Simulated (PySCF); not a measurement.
methylammonium (CH6N), SMILES C[NH3+], charge +1. Geometry: PBE-D3(BJ)/def2-TZVP.

Give the equilibrium geometry at PBE-D3(BJ)/def2-TZVP (PySCF confirms it by a frequency run) as bond lengths and angles, and its point group. (Estimate from the structure and the level; the computed values follow.)

point group C3v.
Atoms: C1 N2 H3 H4 H5 H6 H7 H8. Bonded distances (Å): C1–N2 1.511, C1–H3 1.095, C1–H4 1.095, C1–H5 1.095, N2–H6 1.031, N2–H7 1.031, N2–H8 1.031. Bond angles (°): N2–C1–H3 108.4, N2–C1–H4 108.4, N2–C1–H5 108.4, H3–C1–H4 110.6, H3–C1–H5 110.6, H4–C1–H5 110.6, C1–N2–H6 111.5, C1–N2–H7 111.5, C1–N2–H8 111.5, H6–N2–H7 107.4, H6–N2–H8 107.4, H7–N2–H8 107.4.
Charge +1, spin multiplicity 1.
